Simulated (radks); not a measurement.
The numbers below are computed, except where a source is named.
Excited configurations of Ag: one electron is placed in a higher orbital outside [Kr] 4d10. The ground configuration is [Kr] 4d10 5s1. Level of theory: scalar-relativistic Kohn-Sham, r2SCAN, spin-polarised, spherical densities, finite nucleus; open shells are filled with parallel spins first (spin-orbit coupling, left out, can overturn this in heavy ions); meta-GGA in the generalised Kohn-Sham scheme; Fermi nuclear charge, rms radius 4.5454 fm (a radial shooting solver on a logarithmic mesh with Libxc functionals). Excitation = E - E(ground); binding = E(ion) - E, where the ion is the core of charge +1; n* = 1/sqrt(2 binding) in atomic units, and the quantum defect is n - n*.

outer orbital  excitation (eV)  binding (eV)     n*  quantum defect  <r> (bohr)
5p                       4.017         3.774  1.899           3.101       4.793
5d                       6.285         1.506  3.006           1.994       10.68
6f                       7.361         0.429  5.628           0.372       46.21
7d                       7.182         0.609  4.726           2.274       33.14
7f                       7.470         0.321  6.510           0.490       64.55

The Delta-SCF ionisation energy is 7.791 eV (NIST Atomic Spectra Database: 7.576 eV, measured). Self-interaction in the functional shifts the binding energies and quantum defects, so they are the method's values and not measured ones.
